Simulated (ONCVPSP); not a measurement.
# Before and after: ONCV potential for bromine

ONCVPSP 4.0.1 input, shortened (lines: element, Z, core and valence counts, functional; n l f; lmax; l rc ep ncon nbas qcut; lloc lpopt rc5 dvloc0; l nproj debl; icmod fcfact rcfact), LDA (Perdew-Wang 92), scalar-relativistic:

```
  Br 35.00    3    5  -001012      upf
    1    0    2.00
    2    0    2.00
    2    1    6.00
    3    0    2.00
    3    1    6.00
    3    2   10.00
    4    0    1.75
    4    1    5.25
    2
    0    1.05    0.00    4    8   13.20
    1    1.05    0.00    3    7   14.90
    2    1.05    0.00    5    9   13.10
    4    5    0.90    0.00
    0    2    0.50
    1    2    0.90
    2    2    0.30
    3    2.75    1.60
```

In the d channel the program set the typed energies aside and used -2.476, 0.250 Ha.

Change: d: rc 1.2.

Cutoffs: the cutoffs (Ha) at which the residual kinetic energy of the hardest occupied pseudo-wave falls to 1 and 0.1 mHa per electron; they do not see the model core or the augmentation charge, which bear on the density cutoff. Errors are all-electron minus pseudo energies relative to the spin-unpolarised reference configuration.

**Question.** How do hardness, ghosts and transferability respond?

**Answer.** The potential gets softer (152 Ha and 264 Ha → 79 Ha and 101 Ha); the errors of the 4 common tests hardly move; neither file shows a bound ghost. A larger radius leaves more room for a smooth pseudo-wave, so fewer plane waves are needed.

```tsv
quantity	base	changed
cutoff, loose	152 Ha	79 Ha
cutoff, tight	264 Ha	101 Ha
loose cutoff by channel	s 54 Ha, p 72 Ha, d 152 Ha	s 54 Ha, p 72 Ha, d 79 Ha
bound ghosts	none	none
GHOST(+) flags under 300 eV	none	none
error for 3s2 3p6 3d10 4s2 4p5, meV [ΔE -3.09 eV]	+0.2	+0.2
error for 3s2 3p6 3d10 4s2 4p4, meV [ΔE 9.62 eV]	-1.2	-1.2
error for 3s2 3p6 3d10 4s2 4p3, meV [ΔE 32.56 eV]	-4.1	-4.2
error for 3s2 3p6 3d10 4s2 4p1, meV [ΔE 113.13 eV]	-16	-18
s: phases at 1.07 bohr within 0.05 rad from the reference energy up to (Ha; the scan ends near 5)	to the end of the scan	to the end of the scan
p: phases at 1.07 bohr within 0.05 rad from the reference energy up to (Ha; the scan ends near 5)	to the end of the scan	to the end of the scan
rms error of d²Exc/dni dnj with the model core, mHa	1.04	0.89
```
